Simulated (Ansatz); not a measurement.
Species: C₇H₇F₃Si, SMILES `FC(F)(F)c1ccc([SiH3])cc1` (charge 0, multiplicity 1).

Problem. Give a relaxed geometry from B3LYP-D3(BJ)/def2-SVP (Ansatz, a first-principles code).

Solution. the end point of this relaxation (outside a Z-matrix the atoms follow the SMILES, hydrogens last).
Cartesian coordinates (Å) in one orientation:
```xyz
18

F     -3.509     0.813     0.932
C     -2.994    -0.042     0.031
F     -3.486    -1.263     0.301
F     -3.479     0.319    -1.173
C     -1.486    -0.029     0.044
C     -0.800     1.143     0.378
C      0.594     1.165     0.337
C      1.330     0.024    -0.032
Si     3.215     0.047    -0.040
C      0.619    -1.143    -0.363
C     -0.775    -1.175    -0.326
H     -1.358     2.033     0.671
H      1.114     2.091     0.598
H      3.755    -0.352     1.293
H      3.696     1.423    -0.351
H      3.721    -0.914    -1.061
H      1.158    -2.048    -0.658
H     -1.314    -2.090    -0.580
```
